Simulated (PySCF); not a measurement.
A GIAO shielding run with PySCF (density fitting, non-relativistic, gas phase) on `COc1ccc([SiH3])[p-]1`, [C5H8OPSi]-:

```
$ OMP_NUM_THREADS=1 python probes_run.py task.json out

{"job": {"kind": "nmr", "xc": "PBE0", "basis": "pcSseg-1"}, "charge": -1, "multiplicity": 1}
C     -3.158251     0.257277    -0.496155
O     -2.441828    -0.740039     0.155423
C     -1.068310    -0.511613     0.178753
C     -0.212223    -1.419371     0.780573
C      1.117412    -1.016922     0.698867
C      1.306140     0.191924     0.042168
Si     2.938266     1.003086    -0.245741
P     -0.239129     0.870062    -0.504105
H     -2.842985     0.352224    -1.545136
H     -4.215650    -0.015856    -0.448867
H     -3.002622     1.234566    -0.017429
H     -0.560179    -2.327140     1.253848
H      1.940510    -1.591801     1.107422
H      4.018334     0.204523     0.375269
H      3.081877     2.362629     0.318798
H      3.331039     1.155394    -1.665096
```

Hardware: 1 thread of an AMD EPYC 9R14, shared host. The job also computes population analyses, field gradients, ring-centre shieldings.

(1) How large is the calculation?

(2) How long does it take, and how much memory does it need?

## Answers

(1) 76 electrons, 190 basis functions and 1030 auxiliary functions.

(2) 30 s of wall time, with 14 SCF cycles and 5 response iterations; peak memory 0.89 GiB. Times on a shared host scatter by some tens of per cent.
